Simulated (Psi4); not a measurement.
Torsional profile of SMILES c1sc(cc1)-c1ccc(-c2cccs2)s1. Scanned: dihedral S3–C4–C5–S14; all other coordinates were relaxed at GFN2-xTB. Points at φ and −φ are mirror images. Heavy atoms are numbered in the order of the SMILES c1csc(-c2ccc(-c3cccs3)s2)c1, hydrogens after them in the order of the atoms that carry them; the mirror image has the same energies with the sign of each dihedral reversed.

Levels: B3LYP-D3(BJ)/def2-SVP // GFN2-xTB (Psi4); PBE-D3(BJ)/def2-SVP // GFN2-xTB (Psi4).

Energies relative to the lowest point of each profile, in kcal/mol:

```
φ / °  B3LYP-D3(BJ)/def2-SVP
-----  ---------------------
-150                     0.3
-120                     1.9
-90                      3.7
-60                      2.1
-30                      0.7
0                        0.8
30                       0.7
60                       2.1
90                       3.7
120                      1.9
150                      0.3
180                      0.0
```

Question: Predict the corresponding PBE-D3(BJ)/def2-SVP column.

Answer: -150: 0.4; -120: 2.2; -90: 4.2; -60: 2.4; -30: 0.7; 0: 0.6; 30: 0.7; 60: 2.4; 90: 4.2; 120: 2.2; 150: 0.4; 180: 0.0 (kcal/mol).
